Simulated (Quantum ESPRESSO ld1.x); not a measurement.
The numbers below are computed, except where a source is named.
Task: All-electron atom: Be2+ in 1s1.5 2p0.5 (fractional occupations, a model configuration). Level of theory: scalar-relativistic Kohn-Sham, exchange-only LDA, spin-polarised, spherical densities, point nucleus; open shells are filled with parallel spins first (ld1.x of Quantum ESPRESSO 7.5). Some entries of the table are withheld. Estimate them.

orbital  occ.  eigenvalue (eV)  <1/r> (bohr^-1)  r(max) (bohr)
1s up       1         -149.019            3.788          0.260
1s down   0.5         -140.956            3.736          0.262
2p up     0.5         -21.9153              (1)           1.41
2p down     0         -17.5476              (2)           1.43

Result: 
(1) 2p up <1/r> (bohr^-1): 0.7126
(2) 2p down <1/r> (bohr^-1): 0.6832
